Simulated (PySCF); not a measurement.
## Ge³⁺ (germanium, charge +3) across methods

[Ar] 3d10 4s1, 2S determinant. All numbers are calculated (PySCF 2.14, the spin-free X2C one-electron Hamiltonian (Gaussian nucleus), in aug-cc-pVTZ-DK (7s6p4d2f, 59 functions)).

| method | E (hartree) | mean ε 3d α (eV) | mean ε 3d β (eV) | mean ε 4s α (eV) | Σ⟨r²⟩ (bohr²) | ⟨S²⟩ |
| --- | --- | --- | --- | --- | --- | --- |
| PBE | -2096.301 | -63.460 | -63.171 | -41.133 | 14.71 | 0.750 |
| r2SCAN0 | -2096.543 | -67.737 | -67.483 | -42.504 | 14.64 | 0.751 |
| r2SCAN | -2096.568 | -64.107 | -63.810 | -41.489 | 14.66 | 0.751 |
| UHF | -2095.03570 | -77.442 | -77.254 | -44.730 | 14.69 | 0.750 |
| wB97X-V | -2096.430 | -69.458 | -69.254 | -44.474 | 14.70 | 0.750 |
| PBE0 | -2096.339 | -67.243 | -66.982 | -42.189 | 14.68 | 0.750 |
| M06-2X | -2096.685 | -71.519 | -71.328 | -42.726 | 14.72 | 0.750 |
| MN15 | -2097.988 | -68.370 | -68.203 | -42.357 | 14.79 | 0.750 |
| LDA | -2093.270 | -63.837 | -63.571 | -41.520 | 14.70 | 0.750 |
